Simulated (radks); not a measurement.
P+, configuration [Ne] 3s2 3p(up 2, down 0) (the NIST ground configuration).

Calculated with a radial shooting solver on a logarithmic mesh with Libxc functionals: scalar-relativistic Kohn-Sham, BLYP, spin-polarised, spherical densities, finite nucleus; Fermi nuclear charge, rms radius 3.1889 fm.

Energy parts (hartree):
| part | energy |
|---|---|
| total | -341.75804 |
| kinetic | 342.88044 |
| electron-nucleus | -809.91807 |
| Hartree | 148.22171 |
| exchange-correlation | -22.94212 |

Orbitals (lengths in bohr, moments of r in powers of bohr; r(90%) holds 90 % of the orbital's charge):
orbital  occ.  eigenvalue (hartree)   <1/r>  r(90%)
1s up       1             -77.03522   14.65   0.185
1s down     1             -77.02595   14.65   0.185
2s up       1              -6.77355   2.821   0.818
2s down     1              -6.76454   2.820   0.817
2p up       3              -4.96461   2.712   0.812
2p down     3              -4.95218   2.712   0.812
3s up       1              -0.87701  0.7556    2.72
3s down     1              -0.80553  0.7546    2.77
3p up       2              -0.54140  0.6366    3.26

The highest occupied level is 3p up at -14.732 eV. Spin moment in Bohr magnetons: 2. The electron density at the nucleus is 2397 e/bohr^3 (large components only).

Empty levels of this run are not shown, since the potential may be unsettled where no density lies.
